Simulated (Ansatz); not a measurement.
[Pr(H2O)6]3+ (PrO6H12³⁺). Charge 3, multiplicity 3. Geometry PBE0-D4/def2-SVP; atoms count from 1.

| atom | x (Å) | y (Å) | z (Å) |
| --- | --- | --- | --- |
| Pr1 | 0.001 | 0.003 | 0.001 |
| O2 | 1.170 | -1.745 | 1.223 |
| H3 | 1.008 | -2.055 | 2.135 |
| H4 | 1.899 | -2.315 | 0.910 |
| O5 | -1.170 | 1.750 | -1.222 |
| H6 | -1.899 | 2.319 | -0.910 |
| H7 | -1.018 | 2.049 | -2.139 |
| O8 | 1.610 | 1.629 | 0.813 |
| H9 | 2.371 | 1.477 | 1.405 |
| H10 | 1.647 | 2.587 | 0.624 |
| O11 | -1.611 | -1.622 | -0.812 |
| H12 | -1.639 | -2.582 | -0.637 |
| H13 | -2.371 | -1.468 | -1.404 |
| O14 | -1.402 | 0.421 | 1.934 |
| H15 | -2.256 | 0.006 | 2.158 |
| H16 | -1.238 | 1.037 | 2.673 |
| O17 | 1.404 | -0.430 | -1.928 |
| H18 | 1.238 | -1.049 | -2.665 |
| H19 | 2.256 | -0.013 | -2.159 |

In the def2 sets Pr takes a core potential; there is no spin–orbit coupling. With an open 4f shell the SCF may have ended on a state above the lowest.

Question: Estimate the Mulliken populations from the PBE/def2-TZVP orbitals of Ansatz.

Answer: 
```tsv
atom	charge (e)	spin (α − β)	d electrons
Pr1	1.79	2.03	10.68
O2	-0.63	0.00	–
H3	0.42	0.00	–
H4	0.42	0.00	–
O5	-0.63	0.00	–
H6	0.42	0.00	–
H7	0.42	0.00	–
O8	-0.63	0.00	–
H9	0.42	0.00	–
H10	0.42	0.00	–
O11	-0.63	0.00	–
H12	0.42	0.00	–
H13	0.42	0.00	–
O14	-0.63	-0.01	–
H15	0.42	0.00	–
H16	0.42	0.00	–
O17	-0.63	-0.01	–
H18	0.42	0.00	–
H19	0.42	0.00	–
```
Mulliken values depend strongly on the basis.

Question: Where does the spin sit?

Answer: Summed by element: Pr 2.03, O -0.03, H 0.00, of 2 unpaired in all. Largest on single atoms: Pr1 2.03, O14 -0.01, O17 -0.01.

Question: And the Mayer bond orders between heavy atoms (over 0.3)?

Answer: Pr1–O2 0.34 (2.43 Å); Pr1–O5 0.34 (2.43 Å); Pr1–O8 0.34 (2.43 Å); Pr1–O11 0.34 (2.43 Å); Pr1–O14 0.35 (2.42 Å); Pr1–O17 0.35 (2.42 Å).
